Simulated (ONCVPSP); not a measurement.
# Zn: one change to an ONCV potential, before and after

| Item | Value |
| --- | --- |
| Element | zinc (Zn) |
| Generator | ONCVPSP 4.0.1 |
| Type | optimised norm-conserving Vanderbilt (ONCV) |
| Functional | LDA (Perdew-Wang 92) |
| Relativity | scalar-relativistic |
| Frozen core | [Ne] |
| Valence charge | 20 |
| Reference configuration | 3s2 3p6 3d10 4s1.75 4p0.25 |
| Partial waves | 3s+4s: rc 1.05 bohr, ncon 4, nbas 9, qcut 9.5 1/bohr, 2 projectors; 3p+4p: rc 1.50 bohr, ncon 3, nbas 6, qcut 11.5 1/bohr, 2 projectors; 3d: rc 0.75 bohr, ncon 4, nbas 8, qcut 19.3 1/bohr, 2 projectors, debl 2.8 Ha |
| Local potential | polynomial inside 0.70 bohr (lpopt 5, dvloc0 0 Ha) |
| Core correction | Teter function fitted to the true core (icmod 2), fcfact 0.4 |

Change: s: qcut 10.8.

Cutoffs: the cutoffs (Ha) at which the residual kinetic energy of the hardest occupied pseudo-wave falls to 1 and 0.1 mHa per electron; they do not see the model core or the augmentation charge, which bear on the density cutoff. Errors are all-electron minus pseudo energies relative to the spin-unpolarised reference configuration.

What does the change do?

The potential gets neither clearly harder nor softer (152 Ha and 171 Ha → 152 Ha and 171 Ha); the d channel sets the loose cutoff, while the largest relative change is in s, which becomes harder; of the 3 tests that both files solve, the error grows in 0 and shrinks in 1 by more than 15 % and 0.3 meV (median size 0.3 → 0.4 meV); neither file shows a bound ghost.

| quantity | base | changed |
| --- | --- | --- |
| cutoff, loose | 152 Ha | 152 Ha |
| cutoff, tight | 171 Ha | 171 Ha |
| loose cutoff by channel | s 38 Ha, p 38 Ha, d 152 Ha | s 45 Ha, p 38 Ha, d 152 Ha |
| bound ghosts | none | none |
| GHOST(+) flags under 300 eV | none | none |
| tests with a reliable result | 3 of 4 | 3 of 4 |
| error for 3s2 3p6 3d10 4s2 4p0, meV [ΔE -1.26 eV] | +0.1 | +0.1 |
| error for 3s2 3p6 3d10 4s1 4p0, meV [ΔE 8.93 eV] | -0.3 | -0.4 |
| error for 3s1 3p6 3d10 4s2 4p0, meV [ΔE 136.21 eV] | -90 | -63 |
| s: phases at 1.07 bohr within 0.05 rad from the reference energy up to (Ha; the scan ends near 5) | to the end of the scan | to the end of the scan |
| p: phases at 1.52 bohr within 0.05 rad from the reference energy up to (Ha; the scan ends near 5) | to the end of the scan | to the end of the scan |
| d: phases at 0.76 bohr within 0.05 rad from the reference energy up to (Ha; the scan ends near 5) | to the end of the scan | to the end of the scan |
| rms error of d²Exc/dni dnj with the model core, mHa | 0.95 | 0.87 |
